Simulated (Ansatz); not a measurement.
Cost and result up the ladder for Be4O4 (8 atoms). Total charge 0; singlet. Geometry: PBE-D4/def2-SVP.

```tsv
atom	x (Å)	y (Å)	z (Å)
Be1	1.143	-2.680	2.630
Be2	-2.190	2.085	-2.502
Be3	-0.270	0.810	-0.758
Be4	0.689	-0.560	0.718
O5	-1.243	1.420	-1.742
O6	-0.053	0.821	0.796
O7	0.956	-1.723	1.647
O8	0.968	-0.174	-0.789
```

Ansatz on 4 threads of Arm Neoverse V1 on a shared host. Times are rough, and most runs start from the orbitals of an earlier one. PBE0-D4/def2-TZVP serves as the yardstick here, not as an exact answer. Binding counts from free atoms at the same level (Be singlet, O triplet; other spins of the atoms weren't run), without zero-point energy or a counterpoise term.

Another isomer (singlet) lies 9.80 eV lower at PBE0-D4/def2-TZVP; other spin states weren't run for this one.

```
                         level  functions  wall time
         LDA (SPW92)/def2-TZVP        200      1.1 s
PBE-D4/def2-TZVP (with forces)        200      2.3 s
             PBE0-D4/def2-TZVP        200      3.1 s
           r2SCAN-D4/def2-TZVP        200      4.3 s
            BHLYP-D4/def2-TZVP        200        5 s
```

Question: Estimate what each level gives for the binding energy per atom (eV).

Answer: 
```csv
level,binding energy per atom (eV),difference from PBE0-D4/def2-TZVP (eV)
LDA (SPW92)/def2-TZVP,4.68,0.95
PBE-D4/def2-TZVP (with forces),4.10,0.37
PBE0-D4/def2-TZVP,3.73,0.00
r2SCAN-D4/def2-TZVP,3.95,0.23
BHLYP-D4/def2-TZVP,3.39,-0.34
```
